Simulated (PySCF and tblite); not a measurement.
The numbers below are computed, except where a source is named.
C7H8FN, numbered as in [NH2:1][CH2:2][c:3]1[cH:4][cH:5][cH:6][cH:7][c:8]1[F:9].

Conformers came from 90 starts (ETKDG and KDG, MMFF94s, GFN2-xTB); geometries are PBE0-D3(BJ)/def2-SVP. Energies: PBE0-D3(BJ)/def2-SVPD (IEF-PCM, chloroform), with GFN2-xTB thermal terms (modes under about 100 cm⁻¹ blended into free rotors). Symmetry numbers and mirror images are counted. Conformers within 3 kcal/mol (GFN2-xTB free energy) were kept, 8 at most. Programs: PySCF with density fitting and tblite.

Torsions listed: H1–N1–C2–C3, N1–C2–C3–C4. Of a mirror pair one member is shown.

```json
{"conformer": "1", "shape": "-62°, -114°", "symmetry": "C1 (pair)"}
{"conformer": "2", "shape": "-65°, 102°", "symmetry": "C1 (pair)"}
{"conformer": "3", "shape": "170°, -18°", "symmetry": "C1 (pair)"}
```

Task: Which of these conformers is the most populated at 298.15 K, and with what share?

Result: Conformer 1, about 57 %. The lead over the next is within the error of the method.

Task: Give the DFT energies and free energies relative to the lowest, and all weights.

Result: 
| conformer | shape | E(DFT) kcal/mol | G(298.15 K) kcal/mol | weight % |
| --- | --- | --- | --- | --- |
| 1 | -62°, -114° | 0.00 | 0.00 | 56.8 |
| 2 | -65°, 102° | 1.21 | 1.01 | 10.3 |
| 3 | 170°, -18° | 0.43 | 0.33 | 32.9 |

Task: How does its share change from 220 K to 380 K?

Result: From 63 % to 52 %; the mixing entropy goes from 3.01 to 3.33 cal/(mol K).
